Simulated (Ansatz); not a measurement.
The cluster Mn2O4⁻, 6 atoms. Hardware: 4 threads of Arm Neoverse V2 on a shared host.

Correlated methods freeze 14 core orbitals; core or outer-core shells of Mn are correlated, in sets that lack core-valence functions.

Task: How many basis functions does each of these Ansatz runs have, and roughly what does it cost? r2SCAN0-D4/def2-TZVPD, charge -1 doublet, energy, from earlier orbitals; ωB97M-V/def2-TZVPD, charge -1 doublet, energy, from earlier orbitals; MP2/def2-TZVPD, charge -1 doublet, energy, from earlier orbitals; r2SCAN-D4/def2-SVPD, charge -1 doublet, relaxation, 9 steps; PBE-D4/def2-SVP, charge -1 doublet, energy with a search over starts; LDA (SPW92)/def2-TZVPD, charge -1 doublet, energy, from earlier orbitals; RPA@PBE/def2-TZVPD, charge -1 doublet, energy, from earlier orbitals; PBE-D4/def2-TZVPD, charge -1 doublet, energy and forces, from earlier orbitals; PBE0-D4/def2-TZVPD, charge -1 doublet, energy, from earlier orbitals; r2SCAN-D4/def2-TZVPD, charge -1 doublet, energy, from earlier orbitals.

Result: Other jobs shared the machine, so times can vary by a factor of up to 3. A dash marks memory too small to be measured apart from the calling script's.

| run | functions | fitting or Cholesky vectors | wall time | peak host memory (GiB) |
| --- | --- | --- | --- | --- |
| LDA (SPW92)/def2-TZVPD, charge -1 doublet, energy, from earlier orbitals | 256 | 1644 | 3 s | – |
| PBE-D4/def2-TZVPD, charge -1 doublet, energy and forces, from earlier orbitals | 256 | 1644 | 6.5 s | – |
| r2SCAN-D4/def2-TZVPD, charge -1 doublet, energy, from earlier orbitals | 256 | 1644 | 13 s | 0.57 |
| RPA@PBE/def2-TZVPD, charge -1 doublet, energy, from earlier orbitals | 256 | 1861 | 14 s | 0.93 |
| PBE0-D4/def2-TZVPD, charge -1 doublet, energy, from earlier orbitals | 256 | 1820 | 15 s | 1.2 |
| MP2/def2-TZVPD, charge -1 doublet, energy, from earlier orbitals | 256 | 1861 | 15 s | 0.98 |
| r2SCAN0-D4/def2-TZVPD, charge -1 doublet, energy, from earlier orbitals | 256 | 1820 | 20 s | 1.3 |
| PBE-D4/def2-SVP, charge -1 doublet, energy with a search over starts | 118 | 1426 | 24 s | – |
| ωB97M-V/def2-TZVPD, charge -1 doublet, energy, from earlier orbitals | 256 | 1668 | 33 s | 1.4 |
| r2SCAN-D4/def2-SVPD, charge -1 doublet, relaxation, 9 steps | 160 | 1570 | 49 s | – |
